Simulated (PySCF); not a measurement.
HgCl, SMILES [Hg][Cl] (connectivity only; charge and spin as stated), neutral, multiplicity 2.

Geometry: B3LYP-D3(BJ)/def2-TZVPD. The multiplicity is an assumed one; other spin states were not compared. The def2 effective core potentials stand for the cores of Hg; spin–orbit coupling is left out.

These are B3LYP-D3(BJ)/def2-TZVPD (PySCF) values and carry that method's errors.

Frequencies are harmonic and unscaled.

Q: Estimate the vibrational spectrum. (Estimate from the structure and the level; the computed values follow.)

A: 
| mode | ν (cm⁻¹) | IR (km/mol) | moving atoms (share of kinetic energy) |
|---|---|---|---|
| 1 | 237 | 9.8 | Cl 85 %, Hg 15 % |
